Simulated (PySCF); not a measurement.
A GIAO shielding run with PySCF 2.14 (density fitting, non-relativistic, gas phase) on `C#C[SiH2]C#C[SiH2][C@@H]1C[C@@H]1N`, C$_{7}$H$_{11}$NSi$_{2}$:

```
$ OMP_NUM_THREADS=1 python probes_run.py task.json out

{"job": {"kind": "nmr", "xc": "PBE0", "basis": "pcSseg-1"}, "charge": 0, "multiplicity": 1}
C      5.022528     2.040363    -0.784203
C      4.361205     1.087667    -0.468990
Si     3.354469    -0.378749     0.040406
C      1.639872     0.235202     0.379092
C      0.513226     0.618659     0.605440
Si    -1.232844     1.161136     0.919552
C     -2.325016     0.390686    -0.410219
C     -3.407595    -0.599303    -0.045460
C     -2.202976    -1.076974    -0.777046
N     -1.286149    -1.974192    -0.145310
H      5.598572     2.876024    -1.062498
H      3.307403    -1.352010    -1.059586
H      3.919050    -0.947919     1.270237
H     -1.306583     2.623181     0.838568
H     -1.606762     0.678232     2.259375
H     -2.571406     1.046154    -1.239060
H     -4.351924    -0.551848    -0.567636
H     -3.506172    -0.880010     0.993617
H     -2.319998    -1.325971    -1.827213
H     -1.261681    -1.815976     0.855983
H     -0.346139    -1.837409    -0.503138
```

Hardware: 1 thread of an Arm Neoverse V2, shared host. The job also computes population analyses, field gradients, ring-centre shieldings.

Q: How large is the calculation?

A: 88 electrons, 239 basis functions and 1277 auxiliary functions.

Q: How long does it take, and how much memory does it need?

A: 63 s of wall time, with 15 SCF cycles and 5 response iterations; peak memory 1.1 GiB. Times on a shared host scatter by some tens of per cent.
